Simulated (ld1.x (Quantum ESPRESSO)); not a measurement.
**Reading a pseudo-wave (sulfur (S))**

Columns: radius, all-electron u(r) and pseudo u(r) of the 3p shell (level -7.26 eV) of sulfur in the configuration [Ne] 3s1.5 3p4.5; Wu–Cohen, scalar-relativistic, TM scheme, ld1.x (Quantum ESPRESSO) 7.5.

| r (bohr) | all-electron | pseudo |
| --- | --- | --- |
| 0.128 | 0.2179 | -0.0135 |
| 0.256 | 0.3349 | -0.0527 |
| 0.384 | 0.2639 | -0.1147 |
| 0.512 | 0.0988 | -0.1943 |
| 0.640 | -0.0908 | -0.2852 |
| 0.768 | -0.2684 | -0.3804 |
| 0.896 | -0.4184 | -0.4726 |
| 1.024 | -0.5366 | -0.5556 |
| 1.152 | -0.6237 | -0.6246 |
| 1.280 | -0.6826 | -0.6765 |
| 1.408 | -0.7174 | -0.7105 |
| 1.536 | -0.7325 | -0.7274 |
| 1.664 | -0.7321 | -0.7292 |
| 1.792 | -0.7200 | -0.7188 |
| 1.920 | -0.6994 | -0.6991 |
| 2.048 | -0.6727 | -0.6727 |
| 2.176 | -0.6420 | -0.6420 |
| 2.304 | -0.6087 | -0.6087 |
| 2.432 | -0.5740 | -0.5740 |
| 2.560 | -0.5389 | -0.5389 |
| 2.688 | -0.5039 | -0.5039 |
| 2.816 | -0.4695 | -0.4695 |
| 2.944 | -0.4361 | -0.4361 |
| 3.072 | -0.4041 | -0.4041 |
| 3.200 | -0.3735 | -0.3735 |
| 3.328 | -0.3446 | -0.3446 |

(1) How many radial nodes do the two functions have?

(2) Is the pseudo-wave norm-conserving?

## Answers

(1) The all-electron 3p function has n − l − 1 = 1; the pseudo-wave has 0, since the states of the same l below it are removed with the core.

(2) Yes: the TM scheme keeps the norm inside the radius equal to the all-electron one, which fixes the energy derivative of the logarithmic derivative at the level.
